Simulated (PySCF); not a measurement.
## Potential energy of YbB along the bond

Set-up: PySCF, spin-free X2C with a Gaussian nucleus, basis sets Yb x2c-SVPall, B x2c-SVPall. Energies in eV from Yb (4f14 6s2) + B in their ground configurations at the same level. State: Ms = 0.5 determinant of mixed spin, about 14.0 electrons in the 4f shell (Mulliken).

All columns are PBE0. A positive dipole means Yb(−)B(+).

```json
{"R (Å)": "2.287", "E (eV)": "-0.512", "μ (D)": "-3.09", "Mulliken charge on Yb (basis-dependent)": "0.32", "HOMO (eV)": "-4.18", "LUMO (eV)": "-2.50", "Mayer bond order": "1.29", "⟨S²⟩": "1.35"}
{"R (Å)": "2.393", "E (eV)": "-0.707", "μ (D)": "-3.28", "Mulliken charge on Yb (basis-dependent)": "0.33", "HOMO (eV)": "-4.23", "LUMO (eV)": "-2.36", "Mayer bond order": "1.20", "⟨S²⟩": "1.32"}
{"R (Å)": "2.499", "E (eV)": "-0.813", "μ (D)": "-3.47", "Mulliken charge on Yb (basis-dependent)": "0.33", "HOMO (eV)": "-4.29", "LUMO (eV)": "-2.24", "Mayer bond order": "1.13", "⟨S²⟩": "1.29"}
{"R (Å)": "2.579", "E (eV)": "-0.850", "μ (D)": "-3.59", "Mulliken charge on Yb (basis-dependent)": "0.33", "HOMO (eV)": "-4.34", "LUMO (eV)": "-2.16", "Mayer bond order": "1.08", "⟨S²⟩": "1.27"}
{"R (Å)": "2.659", "E (eV)": "-0.859", "μ (D)": "-3.71", "Mulliken charge on Yb (basis-dependent)": "0.33", "HOMO (eV)": "-4.38", "LUMO (eV)": "-2.09", "Mayer bond order": "1.04", "⟨S²⟩": "1.24"}
{"R (Å)": "2.739", "E (eV)": "-0.847", "μ (D)": "-3.79", "Mulliken charge on Yb (basis-dependent)": "0.33", "HOMO (eV)": "-4.42", "LUMO (eV)": "-2.10", "Mayer bond order": "1.01", "⟨S²⟩": "1.21"}
{"R (Å)": "2.845", "E (eV)": "-0.808", "μ (D)": "-3.88", "Mulliken charge on Yb (basis-dependent)": "0.32", "HOMO (eV)": "-4.38", "LUMO (eV)": "-2.14", "Mayer bond order": "0.96", "⟨S²⟩": "1.16"}
{"R (Å)": "2.978", "E (eV)": "-0.738", "μ (D)": "-3.91", "Mulliken charge on Yb (basis-dependent)": "0.31", "HOMO (eV)": "-4.36", "LUMO (eV)": "-2.18", "Mayer bond order": "0.89", "⟨S²⟩": "1.10"}
{"R (Å)": "3.138", "E (eV)": "-0.641", "μ (D)": "-3.84", "Mulliken charge on Yb (basis-dependent)": "0.28", "HOMO (eV)": "-4.38", "LUMO (eV)": "-2.22", "Mayer bond order": "0.81", "⟨S²⟩": "1.02"}
{"R (Å)": "3.350", "E (eV)": "-0.515", "μ (D)": "-3.60", "Mulliken charge on Yb (basis-dependent)": "0.24", "HOMO (eV)": "-4.45", "LUMO (eV)": "-2.25", "Mayer bond order": "0.69", "⟨S²⟩": "0.91"}
```

A fit through these points gives, at Re = 2.649 Å, μ = -3.69 D and dμ/dR = -1.29 D/Å; the reduced mass is 10.35 u.

Question: How strong is the fundamental in the double-harmonic approximation, I = 42.26·(dμ/dR)²/μred km/mol?

Answer: I = 42.26·(-1.29)²/10.35 = 6.79 km/mol at PBE0.

These are scalar-relativistic numbers at best; spin–orbit coupling would shift them, the dissociation energy most. With d or f electrons several states lie close, and the lowest PBE0 determinant need not be the measured ground state.
